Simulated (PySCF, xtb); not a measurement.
GeH3, SMILES [GeH3-], charge -1.

Harmonic wavenumbers (cm⁻¹) from GFN2-xTB (xtb 6.7.1) at its own minimum, in rising order: 635, 635, 685, 909, 910, 988.

Problem. What does PBE-D3(BJ)/def2-TZVPD (PySCF 2.14.0) give at its own minimum? (The exact figures need the calculation; the answer reports its results.)

Solution. 805, 853, 853, 1692, 1699, 1699. Paired by order, the mean absolute difference is 473 cm⁻¹ and the zero-point energies are 6.8 and 10.9 kcal/mol.
